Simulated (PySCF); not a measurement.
One entry of a table of gas-phase calculations, keyed by method. Lists by class give the value and the number of equivalent atoms.

```json
{
 "formula": "C6H12N2",
 "smiles": "N[C@@H]1[C@H]2CC[C@@H](N)[C@@H]12",
 "inchi": "InChI=1S/C6H12N2/c7-4-2-1-3-5(4)6(3)8/h3-6H,1-2,7-8H2/t3-,4+,5-,6+/m0/s1",
 "charge": 0,
 "multiplicity": 1,
 "geometry_level": "GFN2-xTB",
 "atoms_angstrom": [
  ["N", 2.63, -0.719, -0.53],
  ["C", 1.288, -0.215, -0.543],
  ["C", 0.892, 0.838, 0.443],
  ["C", -0.209, 1.796, 0.043],
  ["C", -1.335, 0.903, -0.49],
  ["C", -1.17, -0.469, 0.191],
  ["N", -1.54, -1.533, -0.733],
  ["C", 0.3, -0.542, 0.554],
  ["H", 2.659, -1.658, -0.915],
  ["H", 2.99, -0.755, 0.418],
  ["H", 0.904, -0.15, -1.552],
  ["H", 1.633, 1.192, 1.147],
  ["H", 0.121, 2.52, -0.703],
  ["H", -0.543, 2.346, 0.926],
  ["H", -1.233, 0.757, -1.565],
  ["H", -2.318, 1.332, -0.3],
  ["H", -1.764, -0.498, 1.126],
  ["H", -1.375, -2.44, -0.31],
  ["H", -2.527, -1.472, -0.961],
  ["H", 0.592, -1.223, 1.343]
 ],
 "electronic_structure_code": "PySCF",
 "results": {
  "GFN2-xTB geometry": {
   "point_group": "C1",
   "rotational_constants_GHz": [3.023, 1.887, 1.355]
  },
  "PBE0/pcSseg-1 ground state and GIAO shieldings, non-relativistic": {
   "dipole_D": 2.39,
   "homo_eV": -6.07,
   "lumo_eV": 1.36,
   "shift_vs_computed_TMS_C_by_class_ppm": [
    [58.2, 1],
    [39.6, 1],
    [36.1, 1],
    [36.0, 1],
    [32.0, 1],
    [29.9, 1]
   ],
   "shift_vs_computed_TMS_H_by_class_ppm": [
    [4.01, 1],
    [2.38, 1],
    [2.04, 1],
    [2.02, 1],
    [1.7, 1],
    [1.06, 1],
    [1.06, 1],
    [0.8, 2],
    [0.68, 1],
    [0.37, 2]
   ],
   "shielding_other_nuclei_by_class_ppm": [
    ["N", 217.3, 1],
    ["N", 223.2, 1]
   ],
   "charges_hirshfeld_e_by_atom": [-0.24, 0.0, -0.05, -0.07, -0.07, 0.02, -0.24, -0.07, 0.11, 0.11, 0.04, 0.04, 0.04, 0.04, 0.03, 0.04, 0.02, 0.1, 0.11, 0.04]
  }
 }
}
```

The rotational constants make it an asymmetric top with κ = (2B − A − C)/(A − C) = -0.36, nearer the prolate limit (−1). In atomic units the dipole is 0.94 e·bohr (1 au = 2.5417 D).

 NMR classes are plain means over equivalent atoms (diastereotopic ones count apart unless rotation or inversion swaps them), as if these changed places fast; in this geometry the members of some classes differ.

One conformer stands for the species.
